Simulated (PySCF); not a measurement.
Species: C4H5NOSi.
Atom-mapped SMILES: `[N:1]#[C:2][Si@@H:3]1[CH:4]=[CH:5][CH2:6][O:7]1` (hydrogens: H8 on Si3; H9 on C4; H10 on C5; H11, H12 on C6)

Method: PBE0-D3(BJ)/def2-SVP geometry optimisation, gas phase (PySCF); density fitting, grid level 1; the optimiser is geomeTRIC in internal coordinates, started from a GFN2-xTB structure with every atom displaced at random (about 0.01 Å).

Step 0: E = -15623.6003 eV
```
atom  x, y, z in Å  |  force x, y, z in eV/Å
N1      2.7584    0.2402   -2.2101    0.804   0.333  -1.095
C2      2.0624    0.0024   -1.3272   -0.817  -0.477   1.236
Si3     0.9761   -0.4783    0.1215    0.555  -0.400  -0.395
C4     -0.6581   -1.1108   -0.4015   -0.795   0.006   0.054
C5     -1.5962   -0.2523    0.0372    1.378   0.614   0.510
C6     -1.0505    0.9354    0.7932    0.471  -0.547   0.341
O7      0.3639    0.8425    0.8549   -0.704   1.140   0.596
H8      1.8108   -1.2391    1.0730    0.176  -0.213  -0.104
H9     -0.9489   -1.9930   -0.9313   -0.102  -0.760  -0.498
H10    -2.6659   -0.3155   -0.0706   -0.636  -0.291  -0.260
H11    -1.4468    0.9566    1.8290   -0.047   0.059  -0.149
H12    -1.3163    1.8717    0.3103   -0.283   0.534  -0.236
```

Step 1: E = -15623.7070 eV
```
atom  x, y, z in Å  |  force x, y, z in eV/Å
N1      2.7364    0.2638   -2.2083   -0.064  -0.027   0.096
C2      2.0647    0.0018   -1.2985    0.000   0.093  -0.113
Si3     0.9789   -0.4777    0.1416   -0.022  -0.061  -0.038
C4     -0.6715   -1.1380   -0.3764    0.064   0.044  -0.071
C5     -1.5650   -0.2317    0.0503   -0.229  -0.134   0.065
C6     -1.0419    0.9564    0.8006   -0.114   0.190  -0.032
O7      0.3575    0.8730    0.9139    0.165  -0.145  -0.064
H8      1.8637   -1.3200    0.9823   -0.026   0.056   0.121
H9     -0.9567   -2.0391   -0.9251    0.029   0.054   0.028
H10    -2.6506   -0.3328   -0.0963    0.113   0.063  -0.013
H11    -1.4974    1.0063    1.8083    0.023  -0.020  -0.014
H12    -1.3293    1.8979    0.2862    0.062  -0.114   0.035
```

Q: Estimate the geometry and energy of step 2. (The exact step hangs on the optimiser's Hessian estimate; all steps are aligned on step 1, rigid shifts and turns removed.)

A: E = -15623.7132 eV, largest force 0.121 eV/Å
```
atom  x, y, z in Å  |  force x, y, z in eV/Å
N1      2.7219    0.2792   -2.2100   -0.006   0.007   0.008
C2      2.0560    0.0067   -1.3002   -0.021  -0.005  -0.021
Si3     0.9806   -0.4897    0.1416   -0.006   0.006   0.010
C4     -0.6726   -1.1367   -0.3769   -0.053  -0.049  -0.065
C5     -1.5722   -0.2367    0.0530    0.110  -0.025   0.043
C6     -1.0369    0.9518    0.7975   -0.058   0.096   0.028
O7      0.3638    0.8599    0.9106    0.006  -0.039  -0.001
H8      1.8612   -1.3116    1.0084   -0.020   0.019   0.025
H9     -0.9559   -2.0351   -0.9274    0.005  -0.010  -0.013
H10    -2.6544   -0.3262   -0.1016    0.020   0.016  -0.011
H11    -1.4894    1.0088    1.8054    0.013   0.001   0.004
H12    -1.3134    1.8894    0.2782    0.009  -0.016  -0.005
```

The energy changes by -0.0062 eV. The first-order estimate −F·Δx gives -0.0118 eV and the mean of the old and new forces, exact on a quadratic surface, -0.0063 eV. The step makes an angle of 63° with the force vector and moves no atom by more than 0.028 Å.

What follows is the cost of the whole optimisation. On one thread of an Arm Neoverse V1, no GPU, shared host, this took 36 s of wall time and 0.50 GiB of memory at its peak.
